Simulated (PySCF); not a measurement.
PySCF input (M06-2X/6-311+G**):

```python
from pyscf import gto, dft

mol = gto.M(
    atom='''
    N     1.45944800    0.09912300   -0.17780100
    Si   -0.23810700    0.11002200   -0.31958500
    O    -1.19240000   -0.37082800    0.94902200
    H     1.96220400    0.90231300    0.16409200
    H     1.98714000   -0.75055600   -0.05542500
    H    -0.62552000    1.49444700   -0.67170000
    H    -0.66726800   -0.91375600   -1.31034800
    ''',
    basis='6-311+g**',
    charge=0,
    spin=1,
    verbose=4,
)

mf = dft.UKS(mol, xc='m062x')
mf.grids.level = 4
mf.conv_tol = 1e-9
mf.max_cycle = 100
mf.max_memory = 1500
mf.kernel()
if not mf.converged:
    mf = mf.newton()
    mf.kernel(mf.make_rdm1())
mo, _, stable, _ = mf.stability(return_status=True)
if not stable:
    mf.kernel(mf.make_rdm1(mo, mf.mo_occ))
    stable = mf.stability(return_status=True)[2]
mf.dip_moment()
```

From the output:

```
  HOMO = -0.347222563679  LUMO = -0.110078187441  gap/eV = 6.45303
cycle= 23 E= -421.825593603484  delta_E= -3.59e-06  |g|= 0.00055  |ddm|= 0.00654
  alpha nocc = 17  HOMO = -0.350726427191189  LUMO = 0.00418255106773796
  beta  nocc = 16  HOMO = -0.347100596113367  LUMO = -0.111262264850225
  HOMO = -0.347100596113  LUMO = -0.11126226485  gap/eV = 6.41749
cycle= 24 E= -421.825594052942  delta_E= -4.49e-07  |g|= 9.84e-05  |ddm|= 0.00171
  alpha nocc = 17  HOMO = -0.350734887997204  LUMO = 0.00417907885135223
  beta  nocc = 16  HOMO = -0.347114336048489  LUMO = -0.111309057276287
  HOMO = -0.347114336048  LUMO = -0.111309057276  gap/eV = 6.41659
cycle= 25 E= -421.825594123921  delta_E= -7.1e-08  |g|= 6.41e-05  |ddm|= 0.00102
  alpha nocc = 17  HOMO = -0.350724286315995  LUMO = 0.00418066890780935
  beta  nocc = 16  HOMO = -0.347119030942635  LUMO = -0.111189957258844
  HOMO = -0.347119030943  LUMO = -0.111189957259  gap/eV = 6.41996
cycle= 26 E= -421.825594142005  delta_E= -1.81e-08  |g|= 2.48e-05  |ddm|= 0.000487
  alpha nocc = 17  HOMO = -0.350728476478306  LUMO = 0.00418040549928477
  beta  nocc = 16  HOMO = -0.347116422588064  LUMO = -0.111228429705818
  HOMO = -0.347116422588  LUMO = -0.111228429706  gap/eV = 6.41884
cycle= 27 E= -421.82559414447  delta_E= -2.47e-09  |g|= 7.56e-06  |ddm|= 0.000261
  alpha nocc = 17  HOMO = -0.35072828290551  LUMO = 0.00418063064746125
  beta  nocc = 16  HOMO = -0.34711444833024  LUMO = -0.111227610723034
  HOMO = -0.34711444833  LUMO = -0.111227610723  gap/eV = 6.41881
cycle= 28 E= -421.825594144636  delta_E= -1.66e-10  |g|= 2.88e-06  |ddm|= 2.81e-05
  alpha nocc = 17  HOMO = -0.350728959779214  LUMO = 0.0041806235840674
  beta  nocc = 16  HOMO = -0.347114770822999  LUMO = -0.111227432229143
  HOMO = -0.347114770823  LUMO = -0.111227432229  gap/eV = 6.41882
Extra cycle  E= -421.825594144654  delta_E= -1.83e-11  |g|= 2.41e-06  |ddm|= 5.56e-06
converged SCF energy = -421.825594144654  <S^2> = 0.75446734  2S+1 = 2.0044624
uhf_internal: lowest eigs of H = [0.02108781 0.13273677 0.30934474]
<class 'pyscf.dft.uks.UKS'> wavefunction is stable in the internal stability analysis
Dipole moment(X, Y, Z, Debye):  2.15797,  0.54184, -0.69759
```

The geometry given is a B3LYP-D3(BJ)/def2-TZVP minimum.
